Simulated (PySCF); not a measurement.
C₆ coefficients of unlike pairs at PBE0

Calculated with PySCF 2.14 from the dipole response of each species, C₆(A,B) = (3/π) ∫ α_A(iu) α_B(iu) du, in atomic units, from isotropic polarisabilities. For ions this is the dispersion term alone; charge-induced terms of lower order in 1/R come first.

```tsv
species	configuration	basis	relativity	α (bohr³)	C₆ (like pair)
C³⁺	[He] 2s1 (2S)	x2c-TZVPPall with one added diffuse shell each of s, p, d type (6s4p3d1f)	spin-free X2C	3.181	2.526
P²⁺	[Ne] 3s2 3p1 (2P)	dyall-av2z (13s9p2d)	none	9.265	33.54
F²⁺	[He] 2s2 2p3 (4S)	aug-cc-pVTZ with one added diffuse shell each of s, p, d, f type (6s5p4d3f)	none	1.247	1.579
Pd³⁺	[Kr] 4d7 (4F)	aug-cc-pVTZ-PP with ECP28MDF (6s6p5d3f2g)	core potential	4.359	19.72
```

Problem. Estimate C₆ for F²⁺ with C³⁺.

Solution. The integral gives 1.617. The combination rule 2 C_A C_B / (C_A α_B/α_A + C_B α_A/α_B) gives 1.589 and the geometric mean 1.997.

No spin-orbit coupling is included.

The other pairs:

| pair | C₆ |
| --- | --- |
| F²⁺, P²⁺ | 6.410 |
| P²⁺, C³⁺ | 9.019 |
| Pd³⁺, P²⁺ | 22.76 |
| Pd³⁺, F²⁺ | 5.576 |
| Pd³⁺, C³⁺ | 5.725 |
